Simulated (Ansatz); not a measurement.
Mulliken charges of `C#CC=[Se]` from ωB97M-V/def2-TZVPP in Ansatz (PBE0-D4/def2-TZVP geometry).

| atom | x (Å) | y (Å) | z (Å) | charge (e) |
| --- | --- | --- | --- | --- |
| C1 | 0.389 | 1.271 | -0.838 | 0.074 |
| C2 | 0.136 | 0.297 | -0.174 | -0.216 |
| C3 | -0.137 | -0.828 | 0.610 | -0.248 |
| Se4 | -1.514 | -1.903 | 0.375 | -0.004 |
| H5 | 0.598 | 2.129 | -1.434 | 0.245 |
| H6 | 0.569 | -1.029 | 1.415 | 0.149 |

Task: By hand: the dipole of these point charges (1 e Å = 4.8032 D).

Result: Σ q r = (0.271, 0.611, -0.318) e Å, of length 0.740 e Å = 3.55 D.

Task: How does the dipole of the full density compare? (Estimate.)

Result: Computed: (0.269, 0.290, -0.027) e Å, 1.90 D; the point charges give 1.87 times that, at 28° from its direction.

Point charges leave out the atoms' own dipoles, such as those of lone pairs, and Mulliken's split depends on the basis, so the two needn't agree.
